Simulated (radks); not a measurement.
The numbers below are computed, except where a source is named.
The gold anion Au-, [Hg], held by a Watson sphere: a shell of charge +1 at radius R that stands for the Madelung well of a crystal (potential energy -1/R inside, -1/r outside, in hartree with lengths in bohr). Code: a radial shooting solver on a logarithmic mesh with Libxc functionals. Model: scalar-relativistic Kohn-Sham, LDA (Slater exchange, Perdew-Wang correlation), spin-polarised, spherical densities, finite nucleus; Fermi nuclear charge, rms radius of each element as measured or else 0.836 A^(1/3) + 0.57 fm. Response by self-consistent Sternheimer equations with the Hartree and adiabatic LDA kernel, the relativistic mass of each level held fixed and spin-orbit coupling left out. The sphere does not respond.

R (bohr)  e(5p) (eV)  e(5d) (eV)  e(6s) (eV)  <r> 6s (bohr)  sum of <r^2> (bohr^2)  X-ray form factor at sin(theta)/lambda = 0.1 1/angstrom  alpha (bohr^3)
2.68         -60.444      -7.682      -7.023          2.803                  69.42                                                   75.584           41.41
4.47         -58.496      -5.580      -5.251          3.059                  74.88                                                   75.404           63.22
4.56         -58.416      -5.498      -5.171          3.068                  75.07                                                   75.399           64.31
5.59         -57.618      -4.684      -4.359          3.148                  76.73                                                   75.365           75.85
6.5          -57.059      -4.119      -3.791          3.191                  77.67                                                   75.351           84.23
